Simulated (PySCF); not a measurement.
Al(Cl)2(NH3) (AlCl2H3N), SMILES [Al]([Cl])(<-[NH3])[Cl] (connectivity only; charge and spin as stated), neutral, multiplicity 2. Atoms are numbered in the order given.

```xyz
7

Al     0.7247     0.0766     0.0000
Cl    -0.1984    -0.6201     1.8147
Cl    -0.1984    -0.6201    -1.8147
N     -0.2090     1.9146     0.0000
H     -1.2181     1.7398     0.0000
H      0.0030     2.4729    -0.8291
H      0.0030     2.4729     0.8291
```
Charge 0, spin multiplicity 2.

Geometry optimised at PBE0-D3(BJ)/def2-SVP. The geometry has at least one imaginary mode, so it is a saddle point at that level. The multiplicity is an assumed one; other spin states were not compared. The isomer is the one that the SMILES or the coordinates give; other isomers of the formula were not compared.

Calculation: TDA-CAM-B3LYP/def2-SVPD (PySCF 2.14.0).

Vertical excitations. Isolated molecule, no solvent.

```json
[
 {"state": "root 1", "energy (eV)": "3.89", "λ (nm)": "319", "f": "0.101", "main pairs": "α HOMO→LUMO 81 %, α HOMO→LUMO+1 15 %"},
 {"state": "root 2", "energy (eV)": "4.66", "λ (nm)": "266", "f": "0.032", "main pairs": "α HOMO→LUMO+1 74 %, α HOMO→LUMO 17 %"},
 {"state": "root 3", "energy (eV)": "4.85", "λ (nm)": "256", "f": "0.163", "main pairs": "α HOMO→LUMO+2 88 %"},
 {"state": "root 4", "energy (eV)": "5.22", "λ (nm)": "237", "f": "0.002", "main pairs": "β HOMO→LUMO 93 %"},
 {"state": "root 5", "energy (eV)": "5.46", "λ (nm)": "227", "f": "0.011", "main pairs": "β HOMO−1→LUMO 93 %"},
 {"state": "root 6", "energy (eV)": "5.49", "λ (nm)": "226", "f": "0.184", "main pairs": "α HOMO→LUMO+3 87 %"},
 {"state": "root 7", "energy (eV)": "5.57", "λ (nm)": "222", "f": "0.020", "main pairs": "β HOMO−2→LUMO 93 %"},
 {"state": "root 8", "energy (eV)": "5.84", "λ (nm)": "212", "f": "0.030", "main pairs": "β HOMO−3→LUMO 89 %"},
 {"state": "root 9", "energy (eV)": "6.21", "λ (nm)": "200", "f": "0.010", "main pairs": "α HOMO→LUMO+5 82 %"},
 {"state": "root 10", "energy (eV)": "6.23", "λ (nm)": "199", "f": "0.001", "main pairs": "α HOMO→LUMO+4 77 %, α HOMO→LUMO+6 12 %"}
]
```
Unrestricted roots are not spin-pure.
